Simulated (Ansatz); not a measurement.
Molecule: C₄H₉O (charge 0, doublet). It need not be the lowest isomer of its formula. 
Structure (B3LYP-D3(BJ)/def2-TZVP (Ansatz, a first-principles code) minimum search):
SMILES: CO[C](C)C
```xyz
14

C     -0.0698     1.5227     0.2665
C     -0.4826     0.0964     0.1145
C     -1.8084    -0.2350    -0.4728
O      0.4627    -0.8393    -0.2305
C      1.7579    -0.7107     0.3301
H      0.7345     1.6602     0.9911
H     -0.9206     2.1163     0.6005
H      0.2756     1.9537    -0.6887
H     -1.8385    -0.0339    -1.5560
H     -2.0384    -1.2924    -0.3341
H     -2.5966     0.3587    -0.0083
H      2.2789     0.1744    -0.0450
H      2.3108    -1.5995     0.0328
H      1.7100    -0.6635     1.4226
```
Charge 0, spin multiplicity 2.

Property: atomisation energy (electronic, to ground-state atoms), in eV. Valence correlation only, unless marked. Open shells are spin-unrestricted. No spin-orbit coupling. No relativistic terms. The coupled-cluster limit lacks core correlation, which all-electron functionals hold. CBS(X,Y): correlation extrapolated as X^-3; Hartree-Fock from the larger set.

| level | program | atomisation energy (eV) |
|---|---|---|
| HF/STO-3G | Ansatz | 50.90 |
| PBE0-D4/def2-TZVP | Ansatz + dftd4 | 56.37 |
| RPA@PBE/cc-pVTZ | Ansatz | 52.40 |
| MP2/cc-pVDZ | Ansatz | 52.46 |

### Question
What does CCSD(T)/CBS(cc-pVTZ,cc-pVQZ) (Ansatz) give?

### Answer
55.88 eV, so MP2/cc-pVDZ differs from it by -3.42 eV.
